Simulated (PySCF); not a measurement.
C2H8O2Si, SMILES CO[SiH2]CO at its GFN2-xTB optimised geometry (Å):

```
13

C      2.3656    -0.5549     0.0000
O      0.9702    -0.5549     0.0000
Si    -0.0250     0.7215     0.0000
C     -1.7565    -0.0594     0.0071
O     -2.7531     0.9538     0.0703
H      2.7531    -0.0417    -0.8828
H      2.7045    -1.5912    -0.0069
H      2.7525    -0.0536     0.8900
H      0.1705     1.5912    -1.1626
H      0.1523     1.5436     1.2109
H     -1.8986    -0.7731     0.8281
H     -1.9597    -0.5969    -0.9192
H     -2.6136     1.4692     0.8701
```

Method: PySCF with CAM-B3LYP/def2-TZVP.

Map of the Laplacian of the electron density (e/bohr⁵), clipped to [-1.50, 1.50] on the plane z = 1.0 Å:

```
|88888888888888888888888888888|
|88888888888888888888888888888|
|88888888888888888888888888888|
|88888888888888888888888888888|
|88888888888888888888888888888|
|88888888888888888888888888888|
|88888888888888888888888888888|
|88888888888888888888888888888|
|88888899888888888888888888888|
|88888999988888788888888888888|
|88888972998888358888888888888|
|88889999998888778888888888888|
|88888999998888888888888888888|
|88888999999988889988999988888|
|88888899999988899999960988888|
|88888889989988899999988988888|
|88888889729988899999999988888|
|88888889999888889999999888888|
|88888888898888888888888888888|
|88888888888888888888888888888|
|88888888888888888888888888888|
|88888888888888888888888888888|
|88888888888888888888888888888|
|88888888888888888888888888888|
|88888888888888888888888888888|
|88888888888888888888888888888|
|88888888888888888888888888888|
|88888888888888888888888888888|
|88888888888888888888888888888|
```
Scale: ten equal steps from -1.50 (start of '0') to 0.230 (end of '9'), in the order '0123456789'; x runs from -5.00 to 5.00, y from -5.00 (bottom) to 5.00 (top).
